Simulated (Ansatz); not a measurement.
Reaction: CH6BN (SMILES BNC) → CH5BN (SMILES B[N]C, doublet) + H (doublet) (the H-N bond breaks)
Each species at its own B3LYP-D3(BJ)/def2-TZVP minimum (Ansatz, an electronic-structure program).

Quantity: bond dissociation energy (electronic), in kcal/mol. Open shells are spin-unrestricted; no spin-orbit coupling. CBS(X,Y): correlation extrapolated as X^-3, Hartree-Fock from the larger set. A bracket is a step between two methods taken in the basis named. Functionals run without relativity, which enters their misses. Double hybrids freeze cores in their MP2 part. 'core' is core correlation in cc-pwCVTZ, 'X2C' scalar relativity in cc-pVTZ-DK, both at CCSD(T). Where a partner has so few electrons that a lower coupled-cluster level is exact, that level stands in.

CCSD(T)/CBS(cc-pVTZ,cc-pVQZ) + [CCSDT(Q) - CCSD(T)]/cc-pVDZ + core + X2C (Ansatz) gives 115.7 kcal/mol.

Q: What does PBE/def2-TZVPD (Ansatz) give here, and how do the other levels compare?

A: PBE gives 105.7 kcal/mol, 10.0 kcal/mol below it. Differences of the others: B3LYP/def2-TZVPD (Ansatz) -6.7; PBE0/def2-TZVPD (Ansatz) -7.1; wB97M-V/def2-TZVPD (Ansatz) -2.2; B2PLYP/def2-TZVPD (Ansatz) -4.3; CCSD(T)/CBS(cc-pVTZ,cc-pVQZ) + core + X2C (Ansatz) 0.3 kcal/mol. Nearer than PBE: B3LYP/def2-TZVPD, PBE0/def2-TZVPD, wB97M-V/def2-TZVPD, B2PLYP/def2-TZVPD, CCSD(T)/CBS(cc-pVTZ,cc-pVQZ) + core + X2C.
